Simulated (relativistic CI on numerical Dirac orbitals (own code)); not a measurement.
## Kr XXVIII: computed level list

Method of calculation: Dirac-Coulomb-Breit CI, separate exchange-only KLI orbitals for each configuration, model QED (radiative potential, 1s self-energy scaled to tabulated hydrogen-like ionisation energies), unscaled Slater integrals (own radial code, finite nucleus).

Configuration list (outside the closed core 1s2): 2s²2p⁵, 2s2p⁶, 2p⁶3s, 2p⁶3p, 2p⁶3d, 2s²2p⁴3s, 2s²2p⁴3p, 2s²2p⁴3d, 2s2p⁵3s, 2s2p⁵3p, 2s2p⁵3d, 2s²2p⁴4s, 2s²2p⁴4p, 2s²2p⁴4d, 2s²2p⁴4f, 2s2p⁵4s, 2s2p⁵4p, 2s2p⁵4d, 2s2p⁵4f, 2s²2p³3s², 2s²2p⁴5s, 2s²2p⁴5p, 2s²2p³3s3p, 2s²2p⁴5d, 2s²2p⁴5f, 2s²2p⁴5g, 2s²2p³3p², 2s²2p³3s3d, 2s²2p³3p3d, 2s2p⁴3s², 2s²2p³3d², 2s2p⁴3s3p, 2s2p⁵5s, 2s2p⁵5p, 2s2p⁴3p², 2s2p⁴3s3d. Levels of other configurations are missing.

The lowest level is 2s²2p⁵ ²P°3/2, with 100 % of that term; Hund's rules for 2s²2p⁵ give ²P° with J = 3/2, in agreement.

```csv
No.,Configuration,Term,J,E (10³ cm⁻¹),%,jj configuration (%)
1,2s²2p⁵,²P°,3/2,0.0,100,2p3/2^3 (100)
2,2s²2p⁵,²P°,1/2,446.3,100,2p1/2 2p3/2^4 (100)
3,2s2p⁶,²S,1/2,1916.2,100,2s (100)
4,2p⁴(3P)3s,⁴P,5/2,13856.5,80,2p3/2^2 3s (97)
5,2p⁴(3P)3s,²P,3/2,13896.4,60,2p3/2^2 3s (98)
6,2p⁴(1S)3s,²S,1/2,14031.4,47,2p3/2^2 3s (95)
7,2p⁴(3P)3p,⁴P°,3/2,14252.7,43,2p3/2^2 3p1/2 (96)
8,2p⁴(3P)3p,⁴D°,5/2,14269.1,33,2p3/2^2 3p1/2 (94)
9,2p⁴(3P)3s,⁴P,3/2,14283.2,82,2p1/2 2p3/2^3 3s (99)
10,2p⁴(3P)3s,²P,1/2,14315.0,69,2p1/2 2p3/2^3 3s (99)
11,2p⁴(3P)3p,²P°,1/2,14360.1,63,2p3/2^2 3p3/2 (76)
12,2p⁴(3P)3p,²D°,5/2,14371.4,50,2p3/2^2 3p3/2 (93)
13,2p⁴(3P)3p,⁴D°,7/2,14378.5,79,2p3/2^2 3p3/2 (98)
14,2p⁴(1D)3s,²D,5/2,14391.6,80,2p1/2 2p3/2^3 3s (97)
15,2p⁴(1D)3s,²D,3/2,14404.6,76,2p1/2 2p3/2^3 3s (98)
16,2p⁴(1S)3p,²P°,1/2,14442.0,41,2p3/2^2 3p1/2 (74)
17,2p⁴(3P)3p,²D°,3/2,14506.9,34,2p3/2^2 3p3/2 (91)
18,2p⁴(1S)3p,²P°,3/2,14561.4,43,2p3/2^2 3p3/2 (86)
19,2p⁴(3P)3p,⁴P°,1/2,14668.3,61,2p1/2 2p3/2^3 3p1/2 (94)
20,2p⁴(3P)3p,²P°,3/2,14708.5,39,2p1/2 2p3/2^3 3p1/2 (92)
21,2p⁴(1D)3p,²F°,5/2,14789.8,56,2p1/2 2p3/2^3 3p1/2 (90)
22,2p⁴(3P)3p,⁴D°,5/2,14792.4,65,2p1/2 2p3/2^3 3p3/2 (91)
23,2p⁴(3P)3p,²P°,1/2,14818.1,33,2p1/2 2p3/2^3 3p3/2 (94)
24,2p⁴(3P)3p,²D°,3/2,14823.2,52,2p1/2 2p3/2^3 3p3/2 (97)
25,2p⁴(3P)3d,⁴D,5/2,14856.9,56,2p3/2^2 3d3/2 (82)
26,2p⁴(3P)3d,⁴D,3/2,14859.2,43,2p3/2^2 3d3/2 (97)
27,2p⁴(3P)3d,⁴D,7/2,14868.8,54,2p3/2^2 3d5/2 (61)
28,2p⁴(1D)3d,²P,1/2,14873.5,45,2p3/2^2 3d3/2 (77)
29,2p⁴(1S)3s,²S,1/2,14887.4,50,2p3/2^4 3s (94)
30,2p⁴(3P)3d,⁴F,9/2,14897.3,78,2p3/2^2 3d5/2 (98)
31,2p⁴(1D)3p,²F°,7/2,14899.9,79,2p1/2 2p3/2^3 3p3/2 (98)
32,2p⁴(3P)3d,²F,7/2,14901.7,62,2p3/2^2 3d3/2 (63)
33,2p⁴(1D)3p,²P°,3/2,14902.5,53,2p1/2 2p3/2^3 3p3/2 (81)
34,2p⁴(3P)3p,²P°,3/2,14926.1,54,2p1/2 2p3/2^3 3p1/2 (79)
35,2p⁴(1D)3p,²D°,5/2,14937.1,77,2p1/2 2p3/2^3 3p3/2 (97)
36,2p⁴(3P)3d,⁴P,1/2,14947.5,44,2p3/2^2 3d5/2 (76)
37,2p⁴(3P)3d,²D,3/2,14980.6,48,2p3/2^2 3d5/2 (73)
38,2p⁴(3P)3d,²D,5/2,15010.4,37,2p3/2^2 3d5/2 (84)
39,2p⁴(1S)3d,²D,3/2,15062.9,39,2p3/2^2 3d3/2 (72)
40,2p⁴(1D)3p,²P°,1/2,15064.7,81,2p1/2 2p3/2^3 3p3/2 (90)
41,2p⁴(1S)3d,²D,5/2,15091.1,46,2p3/2^2 3d5/2 (86)
42,2p⁴(3P)3d,⁴D,1/2,15262.1,74,2p1/2 2p3/2^3 3d3/2 (96)
43,2p⁴(3P)3d,⁴D,3/2,15298.0,39,2p1/2 2p3/2^3 3d3/2 (79)
44,2p⁴(3P)3d,⁴F,7/2,15308.5,49,2p1/2 2p3/2^3 3d5/2 (99)
45,2p⁴(3P)3d,⁴F,5/2,15339.0,44,2p1/2 2p3/2^3 3d3/2 (63)
```

Energies count from the lowest computed level; ° marks odd parity. Percentages are summed over parent terms; the parents shown are those of the largest component, closed shells are left out there. Filled j subshells are mostly left out of the jj labels.

The mean weight of the leading LS term, summed over parents, in these 45 levels is 59 %, and that of the leading jj configuration (from the same eigenvectors) 89 %, so jj coupling describes them better and the LS labels are nominal.

At this charge energies of transitions that change n are usually good to better than 1 %, and those within a shell (Δn = 0) to a few per cent.

LS names give the leading component of a level, which can be under half, so a name can repeat, a term be missing and a line seem to break the LS rules.
